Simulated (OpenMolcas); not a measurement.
O2+: effect of the basis set

| Property | Result |
| --- | --- |
| Program | OpenMolcas |
| Method | SS-CASPT2, IPEA 0.25 Eh, imaginary shift 0.1 Eh (closed shells correlated: 1s) |
| Active space | 4 electrons in 4 orbitals (2s 2p) |
| State averaging | 2S+1 = 3 even, 6 roots; 2S+1 = 1 even, 11 roots; 2S+1 = 5 odd, 1 root; 2S+1 = 3 odd, 9 roots; 2S+1 = 1 odd, 8 roots |
| Spin-orbit coupling | RASSI with atomic mean-field integrals over the reference wave functions, term energies averaged over their components |

A. ANO-RCC-VDZP [3s2p1d], DKH2, point nucleus; CASPT2 step of the order of 2.7 core-seconds
B. ANO-L-VTZP [4s3p2d1f], non-relativistic, point nucleus; CASPT2 step of the order of 2.9 core-seconds
C. ANO-RCC-VTZP [4s3p2d1f], DKH2, point nucleus; CASPT2 step about 2.5 core-seconds
D. ANO-R2 [4s4p2d1f], X2C, finite nucleus; CASPT2 step roughly 2.6 core-seconds
E. ANO-R3 [4s4p2d1f], X2C, finite nucleus; CASPT2 step of the order of 3 core-seconds
F. ANO-RCC-VQZP [5s4p3d2f1g], DKH2, point nucleus; CASPT2 step of the order of 5 core-seconds

Energies in cm-1 above 2s2 2p2 3P0, the measured ground level; measured values from Moore, Selected Tables of Atomic Spectra, NSRDS-NBS 3, section 11.

```
       Level       A       B       C       D       E       F  Measured
 2s2 2p2 3P0     0.0     0.0     0.0     0.0     0.0     0.0       0.0
 2s2 2p2 3P1    99.7     105     106     103     103     104       113
 2s2 2p2 3P2     294     309     312     305     305     306          
 2s2 2p2 1D2   21300   20600   20520   20400   20400   20220     20273
 2s2 2p2 1S0   43540   43030   42920   42640   42640   42420     43186
2s 2p3 5S* 2   57010   57170   57810   57780   57780   57990     60325
2s 2p3 3D* 2  120130  118150  118630  118280  118280  118050          
2s 2p3 3D* 1  120130  118160  118630  118280  118280  118050          
2s 2p3 3D* 3  120130  118160  118630  118280  118280  118050          
2s 2p3 3P* 0  144170  142000  142380  141860  141870  141550          
2s 2p3 3P* 1  144170  142000  142380  141870  141870  141550          
2s 2p3 3P* 2  144170  142000  142380  141870  141870  141550          
2s 2p3 1D* 2  192460  188660  189120  188380  188410  187990    187054
2s 2p3 3S* 1  202570  198970  199440  198660  198660  198460    197088
2s 2p3 1P* 1  216140  212220  212540  211610  211610  211090    210462
     2p4 3P2  291570  287770  288750  287770  287770  287710    283760
     2p4 3P1  291770  287980  288960  287980  287980  287910    283977
     2p4 3P0  291870  288080  289070  288080  288080  288020    284072
```

Deviations, from unrounded energies. A percentage is the sum of absolute deviations over the sum of measured energies, with the sign that they share, or ± where signs differ.

```json
{"Against measurement": "mean absolute deviation (cm-1)", "Levels": "10", "A": "4500", "B": "2100", "C": "2400", "D": "1900", "E": "1900", "F": "1800"}
{"Against measurement": "fine structure of the ground term (%)", "Levels": "1", "A": "-11.9", "B": "-7.4", "C": "-6.7", "D": "-8.8", "E": "-8.8", "F": "-8.4"}
{"Against measurement": "other terms of the ground configuration (%)", "Levels": "2", "A": "+2.2", "B": "±0.8", "C": "±0.8", "D": "±1.1", "E": "±1.1", "F": "-1.3"}
{"Against measurement": "other configurations (%)", "Levels": "7", "A": "±2.9", "B": "±1.4", "C": "±1.6", "D": "±1.2", "E": "±1.2", "F": "±1.1"}
```

F lies closest to measurement on these levels and A furthest from it. The largest miss of F in the table is 2p4 3P2, by +4000 cm-1. The ranking rests on the paired levels alone, and a cruder setting can come out closer through cancelling errors.

Among A to F the level of the table that moves most is 2s 2p3 1P* 1, by 5100 cm-1 (lowest in F, highest in A). Moves below CASPT2's spread within the term are not significant.

CASPT2 does not keep the components of a term degenerate, so their means are used; among the terms shown or strongly mixed into the levels shown the widest spread is 380 cm-1 (2s 2p3 1D*, D). Measured partners are found by configuration, term and J. A level has none where our copy of the source lacks it or the pairing is in doubt (some pairs that miss far off the trend of their configuration count as doubtful), and it then counts in no deviation. Only configurations of the active space appear. The table leaves out levels that lie high or whose names do not pair safely across all columns.

* marks odd parity.
